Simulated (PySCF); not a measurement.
**InBi and its ions**

MN15; In def2-SVP with ECP28, Bi def2-SVP with ECP60; scalar-relativistic core potentials (PySCF 2.14). Neutral (UKS): triplet (π ↑↑), Re = 3.004 Å, ωe = 127 cm⁻¹, De = 1.60 eV, HOMO -5.14 eV, LUMO -2.43 eV.

InBi⁺ (UKS): quartet (σ ↑, π ↑↑), Re = 3.193 Å, ωe = 80.9 cm⁻¹. The energies at the minima are -403.94105 hartree for InBi and -403.70042 for InBi⁺.

(1) Work out the adiabatic ionisation energy, without and with harmonic zero-point energies (1 hartree = 27.2114 eV, 1 eV = 8065.5 cm⁻¹), and the change of the bond length.

These are scalar-relativistic numbers at best; spin–orbit coupling would shift them, the dissociation energy most. States were picked by a PBE0 search and need not be the measured ground states.

Results:

(1) At MN15: 0.24063 hartree = 6.548 eV between the minima; the zero-point term (80.9 − 127.0)/2 cm⁻¹ = -0.003 eV makes it 6.545 eV. Re changes by +18.9 pm against the neutral. The electron leaves a σ orbital, and the longer bond of the ion fits a bonding orbital, or a change in how ionic the bond is.
